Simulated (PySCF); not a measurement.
Computed shifts of a molecule H₈N₂Si₂, PBE/pcSseg-1 (PySCF), GIAO, gas phase, atoms alike by connectivity averaged where their shifts nearly agree, in ppm (number of nuclei): ²⁹Si: -47.2 (1), -61.5 (1). ¹⁵N: 2.0 (1), 0.5 (1). ¹H: 5.51 (1), 5.47 (1), 5.28 (1), 5.14 (1), 1.01 (1), 0.20 (1), -0.01 (1), -0.56 (1). References: ²⁹Si against TMS (σ = 335.4 ppm); ¹⁵N against NH3 (σ = 267.0 ppm); ¹H against TMS (σ = 31.49 ppm), references at their B3LYP-D3(BJ)/def2-TZVP geometries, non-relativistic. Geometry optimised at PBE0-D3(BJ)/def2-SVP. One conformer was computed; it need not be the lowest.

**Question.** Which molecule gave these data?
A) N[SiH2][SiH2]N
B) N[SiH](N)[SiH3]
C) N[SiH2]N[SiH3]

**Answer.** A, N[SiH2][SiH2]N
